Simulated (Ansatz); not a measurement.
Calculated with Ansatz (gas phase, PBE0-D4/def2-TZVP geometries, no zero-point term in ΔE). CBS: MP2 limit from def2 TZ/QZ plus the TZ coupled-cluster correction, frozen cores. This one scheme is used for every species. Functionals use def2-TZVPP. B3LYP here is the variant with VWN-RPA as its local correlation; programs differ in this. HSE06 is defined as in plane-wave codes. One conformer a species, not always the lowest.

`N[SiH](F)Cl` + H₂S → `N[SiH](F)S` + HCl  (ligand exchange at the Si–Cl bond)

```tsv
level	ΔE (kJ/mol)	difference from CCSD(T)/CBS
PBE-D4	34.3	-5.4
r2SCAN-D4	39.4	-0.3
B97M-V	40.7	1.0
B2PLYP	41.9	2.2
BLYP	41.0	1.3
PBE0	37.9	-1.8
B3LYP	42.3	2.6
HSE06	37.9	-1.8
LC-ωPBE	39.3	-0.4
MP2/CBS(def2)	40.2	0.5
CCSD(T)/CBS	39.7	0
```

Question: What do rigid-rotor, harmonic-oscillator terms from PBE0-D4/def2-TZVP frequencies (298.15 K, 1 bar) make of the CCSD(T)/CBS value? (Best estimate.)

Answer: Ansatz gave: ΔZPE = +0.1 kJ/mol, ΔH = +39.9 kJ/mol, ΔS = -12 J/(mol·K), ΔG = +43.4 kJ/mol.

Largest T1 diagnostic among the species: 0.011.

In def2-TZVPP, CCSD(T) changes the Hartree–Fock value by −10.9 kJ/mol (the triples alone add −1.6 kJ/mol) and MP2 by −10.3 kJ/mol. Leaving LDA and LC-ωPBE aside and taking each functional with its dispersion term where it has one, the values, not all of them listed here, spread over 9.4 kJ/mol, from revPBE-D4 to BHLYP-D4. From BLYP to BHLYP (50 % exact exchange), in def2-TZVPP and without D4, ΔE moves by +4.3 kJ/mol.
